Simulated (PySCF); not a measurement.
# PbH₄: fields on a plane

These are results of PBE0/[Pb def2-TZVP with ECP60, H def2-TZVP], scalar-relativistic core potentials, density fitting, no spin–orbit coupling, PySCF, not measurements.

The singlet minimum has Pb–H 1.750 Å (×4); H–Pb–H 109.5° (×6).

The plane holds Pb1 at (0.00, 0.00), H2 at (1.75, 0.00), H3 at (-0.58, 1.65) Å. Columns run from x = -2.55 to 4.05 Å, rows from y = 4.05 (top) to -1.95 Å, in steps of 0.3 Å. Other isomers or separated fragments may lie lower. Core electrons replaced by a potential are absent, the electrostatic potential uses the reduced nuclear charge, and values within about 0.7 Å of such atoms have no physical meaning.

Question: Give the electrostatic potential (V) (cut at 20 V). Lower edges of the bins (V): '0' -0.05, '1' 0.07, '2' 0.25, '3' 0.55, '4' 1.02, '5' 1.77, '6' 2.96, '7' 4.83, '8' 7.81, '9' 12.53; top 20.0.

Answer: 
```
00000000000000000000000
00000000000000000000000
00000000000000000000000
00000000000000000000000
00000111100000000000000
00002344321001000000000
00013566532111100000000
00024799753322110000000
00125899865432210000000
11135799876653210000000
12235689998765332100000
22346799999976554210000
23457899999987886420000
23457999999999997420000
23457999999999997420000
23457899999987886420000
22346799999976554210000
12345678998765332100000
11234566777654211000000
11123345555543210000000
01112233444432210000000
```

Question: Give the electron localisation function (set to 0 where the density is under 0.005 e/Å³). Lower edges of the bins: '0' 0.000, '1' 0.100, '2' 0.200, '3' 0.300, '4' 0.400, '5' 0.500, '6' 0.600, '7' 0.700, '8' 0.800, '9' 0.900; top 1.00.

Answer: 
```
00000000000000000000000
00000000000000000000000
00000000000000000000000
00000688700000000000000
00009999995000000000000
00099999998300000000000
00899999998300000000000
00999999998300000000000
03899999996210110000000
02699999964222467600000
01367875322235899970000
00134422443237999996000
00123336776339999998000
00123357007439999999000
00123357007439999999000
00123336776339999998000
00012323454347999996000
00011222333335899980000
00001122333223577600000
00000112222111120000000
00000001111000000000000
```

Spin–orbit coupling, left out here, can matter for elements this heavy.
